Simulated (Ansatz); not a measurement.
Geometry optimisation, Ansatz 0.2.0, RKS B3LYP-D4/def2-SVP.

Input:

```yaml
crystal:
  periodic: [false, false, false]
  atoms:
    - { symbol: Ge, position_ang: [0.0, 0.0, 0.0] }
    - { symbol: Cl, position_ang: [0.0, 0.0, 2.22] }
    - { symbol: H, position_ang: [1.4616, 0.0, -0.5162] }
    - { symbol: F, position_ang: [-0.7913, 1.3709, -0.5594] }
    - { symbol: F, position_ang: [-0.7913, -1.3709, -0.5594] }
basis:
  gaussian: { orbitals: def2-SVP }
hamiltonian:
  xc: b3lyp
  dispersion: d4
relax:
  f_tol: 0.02
  max_steps: 40
```

Launched with:

```bash
$ ansatz run input.yaml --threads 1 --pin off --max-ram 2048MiB --backend cpu --events-out ev --progress --plain --runs-dir out
```

Task: Where does it end, and by what steps?

Result: The run converged. After 3 steps the energy has fallen by 0.154 eV; Ge1 moved furthest, 0.07 Å.

```json
{"step": "0", "energy less start (eV)": "0.0000", "largest force component (eV/Å)": "2.443", "accepted": "yes"}
{"step": "1", "energy less start (eV)": "-0.1207", "largest force component (eV/Å)": "1.029", "accepted": "yes"}
{"step": "2", "energy less start (eV)": "-0.1533", "largest force component (eV/Å)": "0.066", "accepted": "yes"}
{"step": "3", "energy less start (eV)": "-0.1541", "largest force component (eV/Å)": "0.018", "accepted": "yes"}
```

```xyz
5
Properties=species:S:1:pos:R:3
Ge 0.061 0.000 0.034
Cl -0.035 0.000 2.166
H 1.474 0.000 -0.539
F -0.811 1.376 -0.538
F -0.811 -1.376 -0.538
```

Whether the end is a true minimum wasn't checked by a vibrational analysis.

The run took 20 s on 1 thread of Intel(R) Xeon(R) Platinum 8259CL CPU @ 2.50GHz (Skylake/Cascade Lake), on a shared host, peak memory 0.19 GiB.
